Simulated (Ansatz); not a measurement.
Consider the hydrogen abstraction from the Si–H bond: `N[SiH](O)F` + `[OH]`• → `N[Si](O)F`• + H₂O.

Calculated with Ansatz (gas phase, PBE0-D4/def2-TZVP geometries, no zero-point term in ΔE). CCSD(T)/CBS adds triple-zeta CCSD(T) − MP2 to the extrapolated MP2 energy (def2 sets, frozen cores). This one scheme is used for every species. DFT in def2-TZVPP. B3LYP here is the variant with VWN-RPA as its local correlation; programs differ in this. HSE06 is defined as in plane-wave codes. No spin–orbit coupling; open shells (•) take unrestricted orbitals. One conformer a species, not always the lowest.

```csv
level,ΔE (kJ/mol),difference from CCSD(T)/CBS
LDA (SPW92),-158.4,-59.1
PBE-D4,-123.8,-24.5
revPBE-D4,-113.7,-14.4
BLYP-D4,-108.5,-9.2
B97M-V,-86.3,13.0
PBE0-D4,-101.6,-2.3
B3LYP-D4,-94.4,4.9
r2SCANh-D4,-97.0,2.3
r2SCAN0-D4,-88.6,10.7
HSE06-D4,-102.3,-3.0
BHLYP-D4,-66.1,33.2
CAM-B3LYP-D4,-92.4,6.9
ωB97X-V,-86.6,12.7
ωB97M-V,-88.0,11.3
PBE-QIDH,-95.1,4.2
PBE,-124.7,-25.4
revPBE,-116.6,-17.3
r2SCAN,-103.1,-3.8
PBE0,-102.5,-3.2
B3LYP,-96.0,3.3
r2SCANh,-97.3,2.0
r2SCAN0,-88.9,10.4
HSE06,-103.1,-3.8
BHLYP,-67.0,32.3
CAM-B3LYP,-93.3,6.0
LC-ωPBE,-100.6,-1.3
RPA@PBE/def2-TZVPP,-74.1,25.2
HF/def2-SVP,-4.5,94.8
MP2/def2-SVP,-91.4,7.9
CCSD/def2-SVP,-65.2,34.1
CCSD(T)/def2-SVP,-69.4,29.9
HF/def2-TZVPP,-16.6,82.7
MP2/def2-TZVPP,-114.4,-15.1
SCS-MP2/def2-TZVPP,-95.3,4.0
CCSD/def2-TZVPP,-81.0,18.3
CCSD(T)/def2-TZVPP,-88.7,10.6
HF/def2-QZVPP,-19.1,80.2
MP2/def2-QZVPP,-121.4,-22.1
SCS-MP2/def2-QZVPP,-101.8,-2.5
HF/CBS(def2),-19.5,79.8
CCSD(T)/CBS,-99.3,0
```

Largest T1 diagnostic among the species: 0.014.

At CCSD(T), def2-SVP lies +29.9 kJ/mol from the extrapolated value and def2-TZVPP +10.6 kJ/mol. In def2-TZVPP, CCSD(T) changes the Hartree–Fock value by −72.0 kJ/mol (the triples alone add −7.7 kJ/mol) and MP2 by −97.8 kJ/mol.
